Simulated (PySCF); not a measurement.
# What settings do to a single point of [PbF3]−

The sound run of [PbF3]− (singlet) uses PySCF 2.14.0, RKS PBE, Pb def2-SVP with ECP60, F def2-SVP; non-relativistic Hamiltonian with scalar-relativistic core potentials where named; density fitting; no spin-orbit coupling, grid (50, 194), threshold 1e-8 Eh and 55 cycles, at the relaxed geometry:

```xyz
4

Pb    0.0000    0.0000   -0.6184
F     1.8651    0.0000    0.4333
F    -0.9325    1.6152    0.4333
F    -0.9325   -1.6152    0.4333
```

There Pb1 has a Mulliken charge of 0.52 e and the dipole about the centre of mass is 4.68 D. Each run below changes one thing and starts from free metal ions and neutral atoms unless it says otherwise; with 55 cycles, smearing, a level shift and second-order steps follow where DIIS fails, and their cycles count. Energy shifts count from the sound run.

| change | outcome | cycles | energy shift (eV) | largest force component (eV/Å) | charge on Pb1 (e) | dipole about the centre of mass (D) |
| --- | --- | --- | --- | --- | --- | --- |
| charge changed by -3, spin kept, limit 58 cycles | refused | – | – | – | – | – |
| threshold 1e-05 | converged | 9 | 0.0000 | 0.03 | 0.52 | 4.69 |
| grid (40, 110) | converged | 11 | 0.0980 | 0.23 | 0.52 | 4.69 |

Question: One further run converged with energy shift (eV) 64.79, largest force component (eV/Å) 226.50, charge on Pb1 (e) 0.66, dipole about the centre of mass (D) 5.83. Which change was it?
A. all coordinates × 1.12
B. F4 put 1.1 Å from Pb1, limit 87 cycles
C. start from a density of up to 30 smeared cycles (not counted)

Answer: B.

Question: And the other changes listed?

Answer: 
```json
{"change": "start from a density of up to 30 smeared cycles (not counted)", "outcome": "converged", "cycles": "7", "energy shift (eV)": "0.0000", "largest force component (eV/Å)": "0.03", "charge on Pb1 (e)": "0.52", "dipole about the centre of mass (D)": "4.68"}
{"change": "all coordinates × 1.12", "outcome": "converged", "cycles": "17", "energy shift (eV)": "0.98", "largest force component (eV/Å)": "3.39", "charge on Pb1 (e)": "0.55", "dipole about the centre of mass (D)": "6.45"}
```

Unsound on purpose, so not properties of the compound: F4 put 1.1 Å from Pb1, limit 87 cycles.

Forces carry noise of the integration grid, about 0.01 to 0.03 eV/Å.
